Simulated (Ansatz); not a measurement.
Single points on BH₂I.

```yaml
crystal:
  periodic: [false, false, false]
  atoms:
    - {symbol: B, position_ang: [0.129359, 0.215155, 0.007920]}
    - {symbol: H, position_ang: [1.320822, 0.142063, 0.041897]}
    - {symbol: H, position_ang: [-0.493422, 1.234088, 0.007676]}
    - {symbol: I, position_ang: [-0.956750, -1.591306, -0.057503]}
basis:
  gaussian: {orbitals: def2-TZVP, initial_orbitals: start.molden}
hamiltonian: {xc: hse06, dispersion: d4}
scf: {omitted_lower_state_checks: [starts]}
output: {orbitals: {seedname: orbitals}}
```

The file start.molden holds the orbitals of an earlier run on this structure, at another level or in another basis.

```sh
$ ansatz run in.yaml --threads 4 --pin off --events-out ev --progress --plain --max-ram 3916MiB
```

Shortened log:

```
Functional definition: HSE06
675 factors; their error is unknown
47 factors; integrals over basis functions are off by at most 1.7e-6 eV
mean field evaluation 1: about -8808.9990 eV, gradient 7.7e-1 eV
mean field evaluation 2: about -8808.9993 eV, gradient 3.7e-4 eV
mean field evaluation 4: about -8809.2727 eV, gradient 3.6e-4 eV
mean field evaluation 8: about -8809.2727 eV, gradient 2.6e-5 eV
mean field -8809.27270824 eV, -323.7348008883 hartree, gradient 2.6e-5 eV, S^2 0.000000; 0 other end points of the search recorded, 0 dependent functions left out
reference -8809.27274143 eV, -323.7348021081 hartree; 16, 16 occupied and 77, 77 virtual orbitals, 675 factors
Total energy: -8809.31410046 eV, -323.7363220243 hartree
Checks for a lower state left out: starts
```

Run time 0.6 s (4 threads of Arm Neoverse V1 on a shared host).

As the first input, with `gaussian: {orbitals: def2-SVP, initial_orbitals: start.molden}`, `hamiltonian: {xc: pbe, dispersion: d4}` (abridged; 0.3 s):

```
Functional definition: PBE
mean field -8807.34571077 eV, -323.6639850373 hartree, gradient 2.5e-5 eV, S^2 0.000000
Total energy: -8807.39842769 eV, -323.6659223487 hartree
Checks for a lower state left out: starts
```

As the first input, with `hamiltonian: {xc: {name: r2SCANh}, dispersion: d4}`, `output: {forces: true, orbitals: {seedname: orbitals}}` (abridged; 1.1 s):

```
Functional definition: r2SCANh
mean field -8812.41273117 eV, -323.8501946027 hartree, gradient 1.8e-5 eV, S^2 0.000000
Total energy: -8812.42458369 eV, -323.8506301747 hartree
Atom 0 force     0.044827     0.074504     0.000982 eV/Å
Atom 1 force    -0.221527     0.025296    -0.005462 eV/Å
Atom 2 force     0.126110    -0.183953     0.001095 eV/Å
Atom 3 force     0.050590     0.084153     0.003386 eV/Å
Dipole moment:     0.047131     0.078392     0.002877 e Å
Checks for a lower state left out: starts
```

As the first input, with `hamiltonian: {xc: pbe0, dispersion: d4}` and without the key `scf` (abridged; 0.6 s):

```
Functional definition: PBE0
mean field evaluation 16: about -8809.3746 eV, gradient 9.9e-3 eV
mean field -8809.37461899 eV, -323.7385460393 hartree, gradient 1.3e-5 eV, S^2 0.000000; 1 other end points of the search recorded, 0 dependent functions left out
Total energy: -8809.41858093 eV, -323.7401616109 hartree
```

As the first input, with `gaussian: {orbitals: def2-TZVPP, initial_orbitals: start.molden}`, `correlation: {method: ccsd_t}` and without the key `hamiltonian` (abridged; 1.8 s):

```
Functional definition: HF
mean field -8776.28650871 eV, -322.5225804144 hartree, gradient 1.6e-6 eV, S^2 0.000000
5 core orbitals not correlated: weight in the atoms' cores, before any rotation towards them, 1.000 or more for the frozen orbitals, at most 0.000 for the correlated occupied ones
second order -16.38897351 eV of doubles, -0.00000000 eV of singles
cycle   1  -15.56814099 eV  change    8.2e-1 eV  update   8.2e-2
cycle   2  -15.98888201 eV  change   -4.2e-1 eV  update   2.3e-2
cycle   3  -16.03774523 eV  change   -4.9e-2 eV  update   1.4e-2
cycle   4  -16.01137011 eV  change    2.6e-2 eV  update   5.0e-3
cycle   5  -16.01372826 eV  change   -2.4e-3 eV  update   3.2e-3
cycle   6  -16.01495894 eV  change   -1.2e-3 eV  update   6.8e-4
cycle   7  -16.01441896 eV  change    5.4e-4 eV  update   1.7e-4
cycle   8  -16.01446635 eV  change   -4.7e-5 eV  update   4.4e-5
cycle   9  -16.01449969 eV  change   -3.3e-5 eV  update   1.3e-5
cycle  10  -16.01448790 eV  change    1.2e-5 eV  update   3.5e-6
perturbative correction -0.39551136 eV, -0.0145347743 hartree
Total energy: -8792.69650797 eV, -323.1256367640 hartree
Checks for a lower state left out: starts
```

The first input with `hamiltonian: {xc: {name: LC-wPBE}}` (abridged; 0.55 s):

```
Functional definition: LC-wPBE
mean field -8810.44273085 eV, -323.7777984262 hartree, gradient 9.9e-6 eV, S^2 0.000000
Total energy: -8810.44273086 eV, -323.7777984264 hartree
Checks for a lower state left out: starts
```

The first input with `hamiltonian: {xc: pbe}`, `correlation: {method: rpa}` and without the key `output` (abridged; 0.9 s):

```
Functional definition: PBE
mean field -8808.41676053 eV, -323.7033453900 hartree, gradient 2.2e-6 eV, S^2 0.000000
5 core orbitals not correlated: weight in the atoms' cores, before any rotation towards them, 1.000 or more for the frozen orbitals, at most 0.000 for the correlated occupied ones
Total energy: -8797.90861479 eV, -323.3171781569 hartree
Checks for a lower state left out: starts
```

Geometry: PBE-D4/def2-TZVP.

In the def2 sets I takes a core potential; there is no spin–orbit coupling. LC-ωPBE has ω = 0.4 bohr⁻¹. HSE06 is defined as in plane-wave codes, on full-range PBE exchange. Correlated methods freeze 5 core orbitals; core or outer-core shells of I are correlated, in sets that lack core-valence functions.
